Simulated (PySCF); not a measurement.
Bi(Me)2(TeH), SMILES [CH3][Bi]([CH3])[TeH] (C2H7BiTe) (PBE0/def2-SVP optimised geometry):

```
11

Bi    -0.857     1.436     0.000
C     -2.393     1.600    -1.672
H     -1.918     1.315    -2.620
H     -2.740     2.643    -1.727
H     -3.243     0.937    -1.467
C     -2.448     1.593     1.621
H     -2.005     1.302     2.583
H     -3.291     0.931     1.384
H     -2.796     2.635     1.669
Te    -0.809    -1.436     0.000
H      0.857    -1.436     0.000
```

Computed with PBE0/def2-TZVP, def2 effective core potentials past Kr in PySCF 2.14.0.

Problem. What are the frontier orbital energies and the dipole moment?

Solution. HOMO-2 -7.88 eV, HOMO-1 -6.90 eV, HOMO -6.09 eV, LUMO -1.43 eV, LUMO+1 -0.24 eV; dipole moment 2.24 D.

On the same geometry PBE/def2-TZVP, def2 effective core potentials past Kr (PySCF 2.14.0) gives HOMO-2 -6.86 eV, HOMO-1 -5.99 eV, HOMO -5.09 eV, LUMO -2.09 eV, LUMO+1 -0.94 eV; dipole moment 2.11 D.
